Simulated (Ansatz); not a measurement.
Basis sets compared for the cluster Sr₄S₅⁻. Charge -1, multiplicity 2. Geometry r2SCAN-D4/def2-SVP. Ansatz on 4 threads of Intel Xeon on a shared host; times are rough, and most runs start from earlier orbitals.

```tsv
atom	x (Å)	y (Å)	z (Å)
Sr1	1.8503	1.3366	1.4444
Sr2	-0.8074	1.2381	-1.4747
Sr3	0.8058	-1.7752	-0.7566
Sr4	-1.4860	-0.2876	2.1140
S5	-0.7946	2.3155	1.3052
S6	1.1379	-1.2987	2.1656
S7	-0.7062	-1.1342	-3.1557
S8	2.0458	0.7999	-1.2303
S9	-2.0456	-1.1944	-0.4120
```

In the def2 sets Sr takes a core potential; there is no spin–orbit coupling. The structure comes from a short search, and lower isomers may exist.

| level | functions | energy (Eh) | HOMO (eV) | LUMO (eV) | wall time |
| --- | --- | --- | --- | --- | --- |
| PBE-D4/def2-SVPD | 239 | -2112.9659 | -0.74 | 0.16 | 25 s |
| PBE0-D4/def2-SVPD | 239 | -2113.1099 | -1.75 | 1.10 | 40 s |

Problem. Estimate the rows for PBE-D4/def2-TZVPD, PBE0-D4/def2-TZVPD (with forces).

Solution. 
```json
{"level": "PBE-D4/def2-TZVPD", "functions": "362", "energy (Eh)": "-2113.6534", "HOMO (eV)": "-0.70", "LUMO (eV)": "0.21", "wall time": "31 s"}
{"level": "PBE0-D4/def2-TZVPD (with forces)", "functions": "362", "energy (Eh)": "-2113.7861", "HOMO (eV)": "-1.71", "LUMO (eV)": "1.15", "wall time": "1.7 min"}
```
